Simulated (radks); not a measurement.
Results of a calculation; reference values are marked as such.
Valence configurations of Hf3+ (all share [Xe]). Code: a radial shooting solver on a logarithmic mesh with Libxc functionals. Model: Dirac Kohn-Sham, PBE, spin-unpolarised, spherical densities, finite nucleus; open shells fill j = l - 1/2 first; Fermi nuclear charge, rms radius 5.347 fm. Energies are relative to 4f14 5d1; eigenvalues in eV.

valence           E (eV)  e(4f5/2)  e(4f7/2)  e(5d3/2)  e(6p1/2)  e(6s1/2)
4f14 5d1           0.000   -44.918   -43.170   -27.448         -         -
4f14 6s1           1.981   -48.314   -46.563         -         -   -27.329
4f14 6p1           7.974   -49.415   -47.663         -   -21.946         -
4f13.5 5d1 6p0.5  12.759   -51.256   -49.466   -30.023   -21.375         -
4f13.5 5d0.5 6p1  17.265   -53.561   -51.769   -31.633   -22.262         -
4f13 5d2          18.808   -53.218   -51.389   -29.387         -         -
4f13 5d1 6s1      21.912   -56.779   -54.947   -31.793         -   -28.207
4f13 5d1 6p1      28.137   -57.858   -56.025   -32.649   -22.562         -
4f12 5d3          44.208   -62.091   -60.179   -31.284         -         -
4f12 5d1 6s2      53.828   -69.672   -67.754   -36.366         -   -30.488

NIST lists [Xe] 4f14 5d1 as the ground configuration; this level of theory agrees among the configurations tried. The energies are those of spherical spin-averaged densities, not of single terms.
